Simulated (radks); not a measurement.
Results of a calculation; reference values are marked as such.
Valence configurations of O III (all share [He]). Code: a radial shooting solver on a logarithmic mesh with Libxc functionals. Model: non-relativistic Kohn-Sham, PBE, spin-polarised, spherical densities, point nucleus; open shells are filled with parallel spins first. Energies are relative to 2s2 2p2; eigenvalues in eV for spin up.

\begin{tabular}{lrrrr}
valence & E (eV) & moment (Bohr magnetons) & e(2p) & e(2s) \\ \hline
2s2 2p2 & 0.000 & 2 & -45.089 & -60.067 \\
2s1.5 2p2.5 & 4.453 & 3 & -45.530 & -60.583 \\
2s0.5 2p3.5 & 19.447 & 3 & -45.262 & -60.393 \\
2s1 2p3 & 7.273 & 4 & -45.778 & -60.897 \\
2p4 & 30.129 & 2 & -44.538 & - \\
\end{tabular}

NIST lists [He] 2s2 2p2 as the ground configuration; this level of theory agrees among the configurations tried. The energies are those of spherical high-spin densities, not of single terms.
